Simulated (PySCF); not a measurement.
Level of theory: B3LYP-D3(BJ)/def2-TZVP // PBE0-D4/def2-TZVP in PySCF. Isolated molecules, 0 K electronic values unless said otherwise. B3LYP has the VWN-RPA correlation part, as in Gaussian. Excitations are Tamm–Dancoff values on a coarser integration grid. The basis has no diffuse functions, so Rydberg states are missing or too high.

Reference species (SMILES): `C(C)#CN` (neutral, multiplicity 1).

```json
{
 "HOMO": "-5.83 eV",
 "S1 oscillator strength": "0.003",
 "S1 excitation (TDA)": "5.35 eV"
}
```

Changed species: `C1=CNC1`.

Task: What does the change do to the HOMO, S1 oscillator strength and S1 excitation (TDA)?

Result: the HOMO falls by 0.15 eV, to -5.98 eV; the S1 oscillator strength is nearly the same; the S1 excitation (TDA) goes up by 0.47 eV, to 5.82 eV.
